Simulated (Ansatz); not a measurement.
Ansatz (a program for electronic structure) job for B(Me)(OH)(SeH) (CH5BOSe), SMILES CB(O)[SeH], PBE-D3(BJ)/def2-SVP. 

Ansatz 0.2 input:
```yaml
crystal:
  periodic: [false, false, false]
  atoms:
    - {symbol: B, position_ang: [-0.12673805, 0.93450169, -0.00000000]}
    - {symbol: C, position_ang: [1.15612722, 1.85300005, 0.00000000]}
    - {symbol: H, position_ang: [1.15490758, 2.51259413, -0.88664395]}
    - {symbol: H, position_ang: [1.15490759, 2.51259413, 0.88664394]}
    - {symbol: H, position_ang: [2.10418128, 1.29586222, -0.00000000]}
    - {symbol: O, position_ang: [-1.39480455, 1.42276487, 0.00000000]}
    - {symbol: H, position_ang: [-1.43299735, 2.38841080, 0.00000000]}
    - {symbol: Se, position_ang: [0.09479237, -1.01648060, -0.00000000]}
    - {symbol: H, position_ang: [-1.34857617, -1.32174873, -0.00000000]}
basis:
  gaussian:
    orbitals: def2-SVP
hamiltonian:
  xc: pbe
  dispersion: d3bj
relax: {f_tol: 0.002, max_steps: 200}
```

Log of the run:

```
WARN ansatz: RAYON_NUM_THREADS=1 ignored (pool sized by the plan → 1); use --threads N
Functional definition: PBE
integrals: 0.04 GiB planned
1091 factors; their error is unknown
mean field: 0.25 GiB planned
mean field evaluation 1: about -69158.1510 eV, gradient 6.9e1 eV
mean field evaluation 2: about -69130.9412 eV, gradient 1.3e2 eV
mean field evaluation 4: about -69168.2270 eV, gradient 9.9e0 eV
mean field evaluation 8: about -69168.4343 eV, gradient 1.9e-1 eV
mean field evaluation 16: about -69168.3190 eV, gradient 1.5e-4 eV
mean field -69168.31904225 eV, -2541.8888408321 hartree, gradient 2.6e-5 eV, S^2 0.000000; 0 other end points of the search recorded, 0 dependent functions left out
the calculation of the forces begins
reference -69168.31907244 eV, -2541.8888419416 hartree; 29, 29 occupied and 70, 70 virtual orbitals, 1091 factors
relax step   1: F+E_penalty+E_count = -69168.48967716 eV  Δ(F+E_penalty+E_count) = +0.000e0 eV  max|allowed force component| = 4.099e-1 eV/Å  Δτ_max = 0.0000 Å  (30 SCF iters, accepted)
these checks for a lower state are left out or cut short: starts, cluster_reference, orbital_swaps, neighbouring_geometries, increment
integrals: 0.04 GiB planned
1091 factors; their error is unknown
mean field: 0.25 GiB planned
mean field -69168.32605049 eV, -2541.8890983803 hartree, gradient 1.5e-5 eV, S^2 0.000000; 0 other end points of the search recorded, 0 dependent functions left out
the calculation of the forces begins
reference -69168.32608072 eV, -2541.8890994910 hartree; 29, 29 occupied and 70, 70 virtual orbitals, 1091 factors
relax step   2: F+E_penalty+E_count = -69168.49647652 eV  Δ(F+E_penalty+E_count) = -6.799e-3 eV  max|allowed force component| = 1.981e-1 eV/Å  Δτ_max = 0.0102 Å  (32 SCF iters, accepted)
these checks for a lower state are left out or cut short: starts, cluster_reference, orbital_swaps, neighbouring_geometries, increment
integrals: 0.04 GiB planned
1091 factors; their error is unknown
mean field: 0.25 GiB planned
mean field evaluation 32: about -69168.3273 eV, gradient 3.5e-4 eV
mean field -69168.32725116 eV, -2541.8891425040 hartree, gradient 1.5e-5 eV, S^2 0.000000; 0 other end points of the search recorded, 0 dependent functions left out
the calculation of the forces begins
reference -69168.32728142 eV, -2541.8891436161 hartree; 29, 29 occupied and 70, 70 virtual orbitals, 1091 factors
relax step   3: F+E_penalty+E_count = -69168.49745582 eV  Δ(F+E_penalty+E_count) = -9.793e-4 eV  max|allowed force component| = 5.261e-2 eV/Å  Δτ_max = 0.0072 Å  (32 SCF iters, accepted)
these checks for a lower state are left out or cut short: starts, cluster_reference, orbital_swaps, neighbouring_geometries, increment
integrals: 0.04 GiB planned
1091 factors; their error is unknown
mean field: 0.25 GiB planned
mean field -69168.32732997 eV, -2541.8891454003 hartree, gradient 1.8e-5 eV, S^2 0.000000; 0 other end points of the search recorded, 0 dependent functions left out
the calculation of the forces begins
reference -69168.32736022 eV, -2541.8891465121 hartree; 29, 29 occupied and 70, 70 virtual orbitals, 1091 factors
relax step   4: F+E_penalty+E_count = -69168.49761414 eV  Δ(F+E_penalty+E_count) = -1.583e-4 eV  max|allowed force component| = 2.226e-2 eV/Å  Δτ_max = 0.0050 Å  (24 SCF iters, accepted)
these checks for a lower state are left out or cut short: starts, cluster_reference, orbital_swaps, neighbouring_geometries, increment
integrals: 0.04 GiB planned
1091 factors; their error is unknown
mean field: 0.25 GiB planned
mean field -69168.32734021 eV, -2541.8891457766 hartree, gradient 1.5e-5 eV, S^2 0.000000; 0 other end points of the search recorded, 0 dependent functions left out
the calculation of the forces begins
reference -69168.32737046 eV, -2541.8891468883 hartree; 29, 29 occupied and 70, 70 virtual orbitals, 1091 factors
relax step   5: F+E_penalty+E_count = -69168.49768263 eV  Δ(F+E_penalty+E_count) = -6.849e-5 eV  max|allowed force component| = 1.397e-2 eV/Å  Δτ_max = 0.0072 Å  (32 SCF iters, accepted)
these checks for a lower state are left out or cut short: starts, cluster_reference, orbital_swaps, neighbouring_geometries, increment
integrals: 0.04 GiB planned
1091 factors; their error is unknown
mean field: 0.25 GiB planned
mean field -69168.32737022 eV, -2541.8891468794 hartree, gradient 1.3e-5 eV, S^2 0.000000; 0 other end points of the search recorded, 0 dependent functions left out
the calculation of the forces begins
reference -69168.32740047 eV, -2541.8891479912 hartree; 29, 29 occupied and 70, 70 virtual orbitals, 1091 factors
relax step   6: F+E_penalty+E_count = -69168.49769894 eV  Δ(F+E_penalty+E_count) = -1.630e-5 eV  max|allowed force component| = 2.709e-3 eV/Å  Δτ_max = 0.0020 Å  (23 SCF iters, accepted)
these checks for a lower state are left out or cut short: starts, cluster_reference, orbital_swaps, neighbouring_geometries, increment
integrals: 0.04 GiB planned
1091 factors; their error is unknown
mean field: 0.25 GiB planned
mean field evaluation 64: about -69168.3274 eV, gradient 8.6e-6 eV
mean field -69168.32736605 eV, -2541.8891467262 hartree, gradient 8.6e-6 eV, S^2 0.000000; 0 other end points of the search recorded, 0 dependent functions left out
the calculation of the forces begins
reference -69168.32739630 eV, -2541.8891478379 hartree; 29, 29 occupied and 70, 70 virtual orbitals, 1091 factors
relax step   7: F+E_penalty+E_count = -69168.49770041 eV  Δ(F+E_penalty+E_count) = -1.467e-6 eV  max|allowed force component| = 1.019e-3 eV/Å  Δτ_max = 0.0010 Å  (23 SCF iters, accepted)
integrals: 0.04 GiB planned
1091 factors; their error is unknown
mean field: 0.25 GiB planned
mean field -69168.32736605 eV, -2541.8891467262 hartree, gradient 8.5e-6 eV, S^2 0.000000; 1 other end points of the search recorded, 0 dependent functions left out
the calculation of the forces begins
reference -69168.32739630 eV, -2541.8891478379 hartree; 29, 29 occupied and 70, 70 virtual orbitals, 1091 factors
Total energy: -69168.49773066 eV, -2541.8954075100 hartree
Atom 0 at    -0.126683     0.930182     0.000000 Å, force    -0.001019     0.000395     0.000000 eV/Å
Atom 1 at     1.157043     1.853443    -0.000000 Å, force     0.000581    -0.000454    -0.000000 eV/Å
Atom 2 at     1.157292     2.518382    -0.891509 Å, force     0.000161    -0.000087     0.000076 eV/Å
Atom 3 at     1.157292     2.518382     0.891509 Å, force     0.000161    -0.000087    -0.000076 eV/Å
Atom 4 at     2.113272     1.295825    -0.000000 Å, force     0.000139     0.000483     0.000000 eV/Å
Atom 5 at    -1.407594     1.413234    -0.000000 Å, force    -0.000309     0.000177    -0.000000 eV/Å
Atom 6 at    -1.430819     2.387945     0.000000 Å, force     0.000075    -0.000265     0.000000 eV/Å
Atom 7 at     0.098661    -1.020559    -0.000000 Å, force     0.000166     0.000023    -0.000000 eV/Å
Atom 8 at    -1.356665    -1.315336     0.000000 Å, force     0.000047    -0.000185     0.000000 eV/Å
Dipole moment:    -0.045019     0.484570     0.000000 e Å
```

Self-consistency was reached.
